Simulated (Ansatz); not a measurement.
Si₉⁺, relaxed as a quartet with UKS PBE-D4/def2-SVP in Ansatz, starting from the PBE-D4/def2-SVP geometry of the charge +1 doublet. Force threshold 0.03 eV/Å.

The relaxation made no stability test and no search for a lower SCF solution. The structure comes from a short search, and lower isomers may exist.

Start:

| atom | x (Å) | y (Å) | z (Å) |
| --- | --- | --- | --- |
| Si1 | -1.652 | -1.367 | -0.147 |
| Si2 | -0.560 | 2.437 | 2.403 |
| Si3 | 0.643 | -1.901 | -1.208 |
| Si4 | -0.026 | 0.501 | -1.097 |
| Si5 | 1.026 | 1.587 | 0.834 |
| Si6 | 0.631 | -1.043 | 1.115 |
| Si7 | -1.185 | -0.891 | -2.608 |
| Si8 | 2.399 | 0.010 | -0.374 |
| Si9 | -1.274 | 0.668 | 1.082 |

| step | energy (eV) | largest force component (eV/Å) | SCF passes |
| --- | --- | --- | --- |
| 1 | -70831.7856 | 0.895 | 28 |
| 2 | -70831.9627 | 0.375 | 30 |
| 3 | -70832.0873 | 0.302 | 30 |
| 4 | -70832.1407 | 0.496 | 30 |
| 5 | -70832.1896 | 0.165 | 27 |
| 6 | -70832.2053 | 0.104 | 27 |
| 7 | -70832.2097 | 0.099 | 30 |
| 8 | -70832.2171 | 0.116 | 26 |
| 9 | -70832.2550 | 0.363 | 30 |
| 10 | -70832.3694 | 0.536 | 31 |
| 11 | -70832.5350 | 0.454 | 31 |
| 12 | -70832.6555 | 0.395 | 30 |
| 13 | -70832.6814 | 0.123 | 28 |
| 14 (rejected) | -70832.6597 | 0.348 | 26 |
| 15 | -70832.6881 | 0.019 | 25 |

Force components are those of the run's own axes.

End:

```
atom    x (Å)    y (Å)    z (Å)
 Si1  -1.6838  -1.1578  -0.0830
 Si2  -0.1522   1.2667   2.6980
 Si3   0.7216  -1.8662  -0.9029
 Si4  -0.0222   0.5442  -1.2401
 Si5   0.9871   1.8657   0.6045
 Si6   0.4017  -0.5428   1.1758
 Si7  -1.0465  -1.2619  -2.4975
 Si8   2.3576  -0.0043  -0.3982
 Si9  -1.5634   1.1563   0.6434
```

Bonds formed: Si2–Si6 (atoms count from 1).

No frequencies were taken in this run, so the end may be a saddle point.

Run time 65 s (4 threads of Arm Neoverse V2 on a shared host).
